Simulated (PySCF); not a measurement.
Ionisation energy of Zr²⁷⁺ by level of theory

Zr²⁷⁺ [Ne] 3s2 3p1 (2P) → Zr²⁸⁺ [Ne] 3s2 (1S), as a difference of total energies. All numbers are calculated (PySCF 2.14, the non-relativistic Hamiltonian (point nucleus), in an uncontracted even-tempered set (16 s from 3.1 bohr⁻², ratio 2.5; 11 p from 4.1 bohr⁻², ratio 2.5; 5 d from 18 bohr⁻², ratio 2.7; 4 f from 27 bohr⁻², ratio 2.7)). Correlated levels: outer shells: 1s2 frozen; virtual orbitals above 40 to 60 times the deepest correlated orbital energy dropped. The calculations carry no spin-orbit coupling.

```json
{"method": "UHF", "ionisation energy (eV)": "1378.6"}
{"method": "LDA", "ionisation energy (eV)": "1380.3"}
{"method": "PBE", "ionisation energy (eV)": "1380.8"}
{"method": "PBE0", "ionisation energy (eV)": "1380.5"}
{"method": "r2SCAN", "ionisation energy (eV)": "1380.5"}
{"method": "B97-3", "ionisation energy (eV)": "1380.4"}
{"method": "PBEsol", "ionisation energy (eV)": "1380.3"}
{"method": "MP2 (outer shells)", "ionisation energy (eV)": "1379.0"}
{"method": "SCS-MP2 (outer shells)", "ionisation energy (eV)": "1378.9"}
```

A first-order spin-orbit estimate (lowest level to lowest level, LS coupling) adds 11.555 eV.

All relativistic terms are absent from these numbers, so their closeness to the reference says little about the methods.

For comparison: 1392 ± 7 eV (semi-empirical (NIST evaluation); NIST Atomic Spectra Database, ionization energies).
